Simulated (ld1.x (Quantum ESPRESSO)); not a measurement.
Logarithmic derivatives: nickel (Ni), TM

* Element: nickel (Ni)
* Generator: ld1.x (Quantum ESPRESSO) 7.5
* Type: norm-conserving Troullier–Martins (Kleinman–Bylander form)
* Functional: PBE
* Relativity: scalar-relativistic
* Frozen core: [Ar]
* Valence charge: 10
* Reference configuration: 3d8.5 4s1.5 4p0
* Partial waves: 4p (bound, empty): rc 2.15 bohr; 3d (bound): rc 0.85 bohr; 4f channel at -0.1 Ry: rc 2.25 bohr; 4s (bound): rc 1.85 bohr
* Local potential: the s channel
* Core correction: none

The phase is arctan(r·u′/u) with u = r·R(r), unwrapped; energies in Ry, scanned from -2 to 5 Ry. A pole is an energy at which the radial function vanishes at the test radius. The pseudo phase is shifted by a multiple of π to meet the all-electron one at the reference energy, and phase errors are pseudo minus all-electron; the curves can meet again beyond the range given. Levels narrower than the energy grid can be missing from the lists of poles.

```tsv
channel	radius (bohr)	reference energy (Ry)	poles, all-electron	poles, pseudo	unbroken range about the reference energy with phases within 0.05 rad	phase error 1 Ry above the reference energy (rad)
s	2.46	-0.37	1.72	1.63	below 3.2	-0.005
p	2.46	-0.07	2.83	2.78	the whole range	-0.006
d	2.46	-0.48	-0.35, 4.78	-0.35	below 0.7	+0.036
f	2.46	-0.10	none	none	the whole range	+0.000
```

Phases in the d channel:

| E (Ry) | all-electron | pseudo |
| --- | --- | --- |
| -2.00 | 1.298 | 1.301 |
| -1.52 | 1.255 | 1.260 |
| -1.04 | 1.163 | 1.171 |
| -0.56 | -0.164 | -0.151 |
| -0.08 | -1.782 | -1.769 |
| 0.40 | -1.928 | -1.899 |
| 0.88 | -2.084 | -2.017 |
| 1.36 | -2.382 | -2.200 |
| 1.84 | -3.097 | -2.567 |
| 2.32 | -3.954 | -3.296 |
| 2.80 | -4.335 | -3.969 |
| 3.28 | -4.503 | -4.289 |
| 3.76 | -4.597 | -4.447 |
| 4.24 | -4.660 | -4.538 |
| 4.72 | -4.707 | -4.597 |
